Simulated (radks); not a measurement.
Results of a calculation; reference values are marked as such.
Gd10+, configuration [Kr] 4d10 4f5 5s2 5p1. Code: a radial shooting solver on a logarithmic mesh with Libxc functionals. Model: Dirac Kohn-Sham, PBE, spin-unpolarised, spherical densities, finite nucleus; open shells fill j = l - 1/2 first; Fermi nuclear charge, rms radius 5.1569 fm. Some entries of the table are withheld. Estimate them.

orbital,occ.,eigenvalue (eV),r(max) (bohr)
1s1/2,2,-50213.29,0.01392
2s1/2,2,-8428.703,0.07917
2p1/2,2,-8012.666,(1)
2p3/2,4,-7316.770,(2)
3s1/2,2,-2000.550,(3)
3p1/2,2,-1820.121,0.2117
3p3/2,4,-1677.316,0.2240
3d3/2,4,-1365.561,0.1780
3d5/2,6,-1334.450,0.1815
4s1/2,2,-534.7464,0.5148
4p1/2,2,-464.1891,0.5188
4p3/2,4,-431.8458,0.5445
4d3/2,4,-315.1280,(4)
4d5/2,6,-309.1579,(5)
5s1/2,2,-192.6219,1.123
5p1/2,1,-169.0337,1.185
4f5/2,5,-168.9662,0.5423
4f7/2,0,-168.0034,0.5461
5p3/2,0,-161.9858,1.237

Answer. 
(1) 2p1/2 r(max) (bohr): 0.05981
(2) 2p3/2 r(max) (bohr): 0.06564
(3) 3s1/2 r(max) (bohr): 0.2245
(4) 4d3/2 r(max) (bohr): 0.5505
(5) 4d5/2 r(max) (bohr): 0.5587
